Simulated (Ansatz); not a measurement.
Correlation energies of `C[SiH2]BO[SiH3]` by basis set

```
atom   x (Å)   y (Å)   z (Å)
  C1   1.571  -0.563   2.273
 Si2   1.164  -0.967   0.482
  B3  -0.516  -0.016  -0.152
  O4  -0.608   0.444  -1.418
 Si5  -1.831   1.211  -2.236
  H6   1.800   0.498   2.392
  H7   2.435  -1.136   2.618
  H8   0.725  -0.800   2.922
  H9   0.912  -2.438   0.365
 H10   2.335  -0.658  -0.390
 H11  -1.470   0.134   0.580
 H12  -3.002   1.396  -1.341
 H13  -1.318   2.523  -2.696
 H14  -2.197   0.373  -3.402
```

The species carries charge 0 and has multiplicity 1. The geometry is a stationary point of PBE0-D4/def2-TZVP. It is one conformer, not always the lowest. Frozen core, restricted reference, the Gaussian-basis code of Ansatz. CBS rows extrapolate triple and quadruple zeta; past MP2 they add the triple-zeta difference.

| basis | HF (Eh) | MP2 corr. | CCSD corr. | (T) | CCSD(T) total |
| --- | --- | --- | --- | --- | --- |
| def2-TZVPP | ? | ? | -0.82791 | -0.02948 | ? |
| def2-QZVPP | -720.70437 | ? | – | – | – |
| CBS(def2) | -720.70787 | -0.85755 | ? | as TZ | ? |

Q: Fill in the withheld values. (Best estimate.)

A: The calculation gave: def2-TZVPP HF (Eh): -720.67893; def2-TZVPP MP2 corr.: -0.76197; def2-TZVPP CCSD(T) total: -721.53632; def2-QZVPP MP2 corr.: -0.81687; CBS(def2) CCSD corr.: -0.92349; CBS(def2) CCSD(T) total: -721.66084.
